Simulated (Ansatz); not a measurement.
Z-matrix (Å, degrees):
```
C
C 1 1.3080
H 2 1.0758 1 148.32
H 1 1.0758 2 148.32 3 -0.01
C 1 1.4553 4 148.38 2 178.58
H 5 1.0888 1 129.62 4 66.22
```
Charge 0, spin multiplicity 2.

Level of theory: frozen-core CCSD(T)/cc-pVTZ // B3LYP-D3(BJ)/def2-TZVP run with Ansatz (a program for electronic structure).

- HF energy = -115.23475 Ha
- MP2 correlation energy = -0.44910 Ha

Question: Estimate the CCSD correlation energy, the (T) correction, the total energy and the T1 diagnostic.

Answer: 
```yaml
CCSD correlation energy: -0.47030 Ha
"(T) correction": -0.02312 Ha
CCSD(T) total energy: -115.72816 Ha
T1 diagnostic: 0.012
```
